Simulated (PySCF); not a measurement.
**Molecular orbitals of GaBr⁺**

M06-L at R = 2.294 Å; basis Ga cc-pVDZ-PP with ECP10, Br cc-pVDZ-PP with ECP10; scalar-relativistic core potentials; PySCF 2.14. State: ²Σ⁺ (doublet), unpaired electrons σ ↑. Only the outer orbitals are listed, counted within each symmetry, core potentials removing the inner ones.

```tsv
spin	orbital	occ.	ε (eV)	on Ga (%)	main shells (%)
α	8σ	1	-17.73	54	52 Ga s, 42 Br p
α	5π	1	-13.96	7	93 Br p
α	5π	1	-13.96	7	93 Br p
α	9σ	1	-13.80	63	41 Ga s, 37 Br p, 21 Ga p
α	6π	0	-8.40	94	94 Ga p
α	6π	0	-8.40	94	94 Ga p
α	10σ	0	-5.70	89	78 Ga p, 10 Br p
β	7σ	1	-26.38	15	85 Br s, 11 Ga d
β	8σ	1	-17.05	63	61 Ga s, 32 Br p
β	5π	1	-13.72	7	93 Br p
β	5π	1	-13.72	7	93 Br p
β	9σ	0	-12.68	57	43 Br p, 34 Ga s, 22 Ga p
β	6π	0	-8.17	94	94 Ga p
β	6π	0	-8.17	94	94 Ga p
```

Problem. Which are the highest filled and the lowest empty level, where do they sit, and how wide is the gap?

Solution. Highest filled β 5π at -13.72 eV (in %: 93 Br p); lowest empty β 9σ at -12.68 eV (in %: 43 Br p, 34 Ga s, 22 Ga p); the gap at M06-L is 1.04 eV.

```
bond order (Mayer)                                                                                                 : 1.30
⟨S²⟩                                                                                                               : 0.754
charge on Ga (Mulliken, basis-dependent)                                                                           : 0.84
charge on Ga (Löwdin, basis-dependent)                                                                             : 0.71
dipole moment (positive dipole points towards Br; it is taken about the centre of mass and depends on that origin) : -4.15 D
```

Spin–orbit coupling is left out. The state is the lowest determinant that a PBE0 search found; another state may lie lower at other levels.
